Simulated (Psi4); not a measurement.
Cl$_{3}$Zr, charge +1, singlet, geometry from GFN2-xTB (such geometries of metal compounds can be far from the true shape) (the multiplicity is a formal guess) (core potentials on Zr), with bond 3-1 at 1.3 times its length. Base run: BLYP/def2-SV(P) run with Psi4.

Geometry (Å):
```xyz
4

Zr     0.1588     0.5106     0.3359
Cl     1.7478    -0.7023    -0.6895
Cl    -1.2194    -1.7195     1.6236
Cl    -1.2200     0.7058    -1.4272
```
Charge +1, spin multiplicity 1.
All else is at Psi4's defaults (density fitting).
Base energy -1427.03495 Eh.

Variants of this job, named by their change:

```tsv
change	ΔE vs base (µEh)	SCF cycles	grid points	basis functions	outcome
base	0.0	12	87535	78	converged
diis_max_vecs = 3	-	-	-	78	not converged
level_shift = 0.3	0.0	22	87535	78	converged
dft_pruning_scheme = robust	0.0	12	67381	78	converged
scf_type = cd	-230	12	87535	78	converged
dft_basis_tolerance = 1e-8	0.0	12	86020	78	converged
dft_spherical_points = 590	-9.0	12	170851	78	converged
dft_radial_scheme = multiexp	-2.5	12	90417	78	converged
puream = true	0.0	12	87535	78	converged
dft_radial_scheme = becke	13.9	12	76254	78	converged
dft_nuclear_scheme = becke	26.7	12	87357	78	converged
scf_type = out_of_core	58.3	12	87535	78	converged
scf_type = disk_df	0.0	12	87535	78	converged
```
